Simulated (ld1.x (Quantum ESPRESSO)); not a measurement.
u(r) = r·R(r): atom against pseudo-atom (Co)

Columns: radius, all-electron u(r) and pseudo u(r) of the 3s shell (level -104.46 eV) of cobalt in the configuration [Ne] 3s2 3p6 3d7 4s1.75 4p0; PW91, scalar-relativistic, TM semilocal scheme, ld1.x (Quantum ESPRESSO) 7.5.

```csv
r (bohr),all-electron,pseudo
0.047,0.2871,0.0819
0.095,-0.2508,0.1667
0.142,-0.6088,0.2522
0.190,-0.6639,0.3430
0.237,-0.4925,0.4365
0.285,-0.1957,0.5372
0.332,0.1320,0.6409
0.380,0.4507,0.7507
0.427,0.7188,0.8594
0.475,0.9359,0.9672
0.522,1.0911,1.0636
0.570,1.1954,1.1458
0.617,1.2517,1.2041
0.665,1.2705,1.2361
0.712,1.2591,1.2393
0.760,1.2248,1.2160
0.807,1.1750,1.1722
0.855,1.1130,1.1125
0.902,1.0456,1.0455
0.950,0.9731,0.9731
0.997,0.9011,0.9011
1.045,0.8283,0.8283
1.092,0.7592,0.7592
1.140,0.6917,0.6917
1.187,0.6293,0.6293
1.235,0.5696,0.5696
```

(1) How many radial nodes do the two functions have?

(2) At about which radius was the pseudo-wave matched?

(3) Where does each function peak?

(4) Is the pseudo-wave norm-conserving?

Results:

(1) The all-electron 3s function has n − l − 1 = 2; the pseudo-wave has 0, since the states of the same l below it are removed with the core.

(2) 0.95 bohr. The columns agree to 0.0005 from 0.85 bohr on; several derivatives are matched, so the curves merge somewhat inside the radius.

(3) Outermost all-electron maximum near 0.67 bohr, pseudo maximum near 0.71 bohr (to the table’s step).

(4) Yes: the TM semilocal scheme keeps the norm inside the radius equal to the all-electron one, which fixes the energy derivative of the logarithmic derivative at the level.
